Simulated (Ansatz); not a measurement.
# Strength of the C–Si bond: C3H10Si2 → C2H7Si2 + CH3

Species: C3H10Si2 `C[SiH2]/C=C/[SiH3]`, singlet; C2H7Si2 `[SiH2]/C=C/[SiH3]`, doublet; CH3 (methyl radical) `[CH3]`, doublet. 

Shapes, held fixed at every level: PBE0-D4/def2-TZVP. Flexible molecules stand in one conformer, not always the lowest. Programs: Ansatz 0.2.0. The zero-point and thermal change to 298 K, harmonic and unscaled (PBE0-D4/def2-TZVP), is -17.8 kJ/mol.

(1) Estimate ΔH(298 K) of this reaction.

## Answers

(1) B2PLYP/def2-TZVPP gives ΔH(298 K) = +350.7 kJ/mol; the levels span +251.2 to +405.3. The median of the levels is +350.7. Hartree–Fock misses the correlation of the pair that is broken and comes out low. No measured value is set beside it here. Spin contamination: C2H7Si2 (⟨S²⟩ up to 0.91). Open shells run unrestricted unless RO is named.

```json
{"level": "HF/def2-SVP", "kind": "Hartree–Fock", "ΔH(298 K) (kJ/mol)": "+251.2"}
{"level": "SPW92/def2-TZVPP", "kind": "LDA", "ΔH(298 K) (kJ/mol)": "+405.3"}
{"level": "PBE-D4/def2-TZVPP", "kind": "GGA", "ΔH(298 K) (kJ/mol)": "+349.2"}
{"level": "PBE0-D4/def2-TZVPP", "kind": "global hybrid", "ΔH(298 K) (kJ/mol)": "+351.1"}
{"level": "r2SCAN0-D4/def2-TZVPP", "kind": "global hybrid", "ΔH(298 K) (kJ/mol)": "+333.1"}
{"level": "wB97M-V/def2-TZVPP", "kind": "range-separated hybrid", "ΔH(298 K) (kJ/mol)": "+372.7"}
{"level": "B2PLYP/def2-TZVPP", "kind": "double hybrid", "ΔH(298 K) (kJ/mol)": "+350.7"}
```
